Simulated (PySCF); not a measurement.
**Excitation energy of Cl by level of theory**

Cl [Ne] 3s2 3p5 (2P) → Cl [Ne] 3s1 3p6 (2S), as a difference of total energies. Computed with PySCF 2.14 in x2c-QZVPPall, with the spin-free X2C one-electron Hamiltonian (Gaussian nucleus). Correlated levels: valence: [Ne] frozen. The calculations carry no spin-orbit coupling.

```csv
method,excitation energy (eV),error (eV)
UHF,15.581,+4.995
MP2 (valence),13.118,+2.532
SCS-MP2 (valence),12.871,+2.285
CCSD (valence),11.885,+1.299
CCSD(T) (valence),11.006,+0.420
```

Reference: 10.586 eV (measured; NIST levels, between the centres of gravity of the two terms).

Errors of the correlated levels include the incompleteness of this basis and the frozen core.

The coupled-cluster amplitudes are large for the upper state (T1 above 0.03 or a double amplitude above 0.15), so a single reference is strained.
